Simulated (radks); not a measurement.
Kr3+, 33 electrons, occupied as [Ar] 3d10 4p3 4d2 (not the ground configuration). Calculated with a radial shooting solver on a logarithmic mesh with Libxc functionals: scalar-relativistic Kohn-Sham, OLYP, spin-polarised, spherical densities, point nucleus; open shells are filled with parallel spins first.

Local quantities along the radius. ELF = 1/(1 + alpha^2) is the electron localisation function; alpha = (tau - tau_W)/tau_unif compares the Pauli kinetic energy density with that of the uniform gas (summed over spins); r v_xc is r times the local exchange-correlation potential of spin up (hartree bohr); s = |grad rho|/(2 (3 pi^2)^(1/3) rho^(4/3)) is the reduced gradient. tau is taken from the large components.

r (bohr)    ELF    alpha    r v_xc       s
0.002104  1.000  0.01994  -0.08322  0.5277
0.002739  1.000  0.02063   -0.1020  0.4994
0.003595  1.000  0.02197   -0.1268  0.4807
0.004719  0.999  0.02420   -0.1580  0.4715
0.006194  0.999  0.02778   -0.1963  0.4711
0.00813   0.999  0.03355   -0.2424  0.4798
0.01059   0.998  0.04287   -0.2942  0.4978
0.0139    0.996  0.05978   -0.3538  0.5282
0.01824   0.992  0.09237   -0.4159  0.5733
0.02394   0.975   0.1616   -0.4740  0.6353
0.03117   0.909   0.3161   -0.5156  0.7063
0.04092   0.680   0.6865   -0.5297  0.7537
0.05371   0.368    1.312   -0.5230  0.6698
0.0705    0.315    1.473   -0.5949  0.4238
0.09254   0.541   0.9212   -0.7282  0.2899
0.1205    0.753   0.5724   -0.8495  0.3545
0.1582    0.755   0.5689   -0.9207  0.5103
0.2076    0.459    1.086   -0.8718  0.6186
0.2725    0.263    1.675   -0.8797  0.3814
0.3548    0.531   0.9400    -1.056  0.2142
0.4657    0.763   0.5580    -1.199  0.3524
0.6113    0.743   0.5881    -1.189  0.6022
0.8024    0.441    1.125   -0.9460  0.9412
1.053     0.176    2.161   -0.7844  0.9106
1.371     0.473    1.056   -0.9927  0.5296
1.8       0.621   0.7815    -1.050  0.7515
2.363     0.414    1.189   -0.8700   1.339
3.101     0.122    2.680   -0.4642   2.490
4.038     0.018    7.389   -0.4747   4.996
5.301     0.001    30.57   -0.4244   13.82
6.958     0.000    264.2   -0.1597   56.42

On this mesh the ELF has minima near r = 0.062, 0.27, 1.1 bohr, which separate the shells, and maxima near 0.14 (0.78), 0.53 (0.78), 1.8 (0.62).
